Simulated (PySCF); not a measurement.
PySCF input (M06-2X/6-311+G**):

```python
from pyscf import gto, dft

mol = gto.M(
    atom='''
    Si   -0.00084700   -0.02387800   -0.79962300
    C     0.63117400    0.02625400    0.93227300
    C    -0.62919700    0.02946000    0.93351300
    ''',
    basis='6-311+g**',
    charge=0,
    spin=0,
    verbose=4,
)

mf = dft.RKS(mol, xc='m062x')
mf.grids.level = 4
mf.conv_tol = 1e-9
mf.max_cycle = 100
mf.max_memory = 1500
mf.kernel()
if not mf.converged:
    mf = mf.newton()
    mf.kernel(mf.make_rdm1())
mf.dip_moment()
```

From the output:

```
level_shift factor = 0
DIIS = <class 'pyscf.scf.diis.CDIIS'>
diis_start_cycle = 1
diis_space = 8
diis_damp = 0
SCF conv_tol = 1e-09
SCF conv_tol_grad = None
SCF max_cycles = 100
direct_scf = True
direct_scf_tol = 1e-13
XC library pyscf.dft.libxc version 7.1.2
    S. Lehtola, C. Steigemann, M. J. T. Oliveira, and M. A. L. Marques,  SoftwareX 7, 1–5 (2018)
XC functionals = m062x
    Y. Zhao and D. G. Truhlar,  Theor. Chem. Acc. 120, 215 (2008)
    Y. Zhao and D. G. Truhlar,  Theor. Chem. Acc. 120, 215 (2008)
radial grids:
    Treutler-Ahlrichs [JCP 102, 346 (1995); DOI:10.1063/1.469408] (M4) radial grids

becke partition: Becke, JCP 88, 2547 (1988); DOI:10.1063/1.454033
pruning grids: <function nwchem_prune>
grids dens level: 4
symmetrized grids: False
atomic radii adjust function: <function treutler_atomic_radii_adjust>
small_rho_cutoff = 0
Set gradient conv threshold to 3.16228e-05
Initial guess from minao.
tot grids = 86136
init E= -365.901776124868
  HOMO = -0.2527113853138  LUMO = -0.133147420326024  gap/eV = 3.25350
cycle= 1 E= -365.462619471179  delta_E= 0.439  |g|= 0.357  |ddm|=  1.8
  HOMO = -0.26257075736027  LUMO = -0.101825358804987  gap/eV = 4.37411
cycle= 2 E= -365.443002045864  delta_E= 0.0196  |g|= 0.444  |ddm|= 1.37
  HOMO = -0.322492084293124  LUMO = -0.0965917335677178  gap/eV = 6.14706
cycle= 3 E= -365.503738694637  delta_E= -0.0607  |g|= 0.0222  |ddm|= 0.503
  HOMO = -0.318678719300287  LUMO = -0.0921205123979733  gap/eV = 6.16496
cycle= 4 E= -365.503898745433  delta_E= -0.00016  |g|= 0.00553  |ddm|= 0.0948
  HOMO = -0.319499061032672  LUMO = -0.0924890521705295  gap/eV = 6.17726
cycle= 5 E= -365.503904220795  delta_E= -5.48e-06  |g|= 0.000851  |ddm|= 0.0111
  HOMO = -0.319411425475125  LUMO = -0.0925003873809112  gap/eV = 6.17456
cycle= 6 E= -365.503904528225  delta_E= -3.07e-07  |g|= 0.000172  |ddm|= 0.00338
  HOMO = -0.319426249704031  LUMO = -0.0925300969036838  gap/eV = 6.17416
cycle= 7 E= -365.503904553573  delta_E= -2.53e-08  |g|= 8.61e-05  |ddm|= 0.000474
  HOMO = -0.319411081132157  LUMO = -0.092520222288404  gap/eV = 6.17401
cycle= 8 E= -365.503904557369  delta_E= -3.8e-09  |g|= 1.2e-05  |ddm|= 0.000186
  HOMO = -0.31941184550906  LUMO = -0.0925220766172261  gap/eV = 6.17399
cycle= 9 E= -365.503904557594  delta_E= -2.25e-10  |g|= 2.01e-06  |ddm|= 4.68e-05
  HOMO = -0.319411247578913  LUMO = -0.0925218066319455  gap/eV = 6.17398
Extra cycle  E= -365.503904557595  delta_E= -3.41e-13  |g|= 2.39e-06  |ddm|= 5.63e-06
converged SCF energy = -365.503904557595
Dipole moment(X, Y, Z, Debye): -0.00294, -0.08342, -2.79398
```

The geometry given is a B3LYP-D3(BJ)/def2-TZVP minimum.
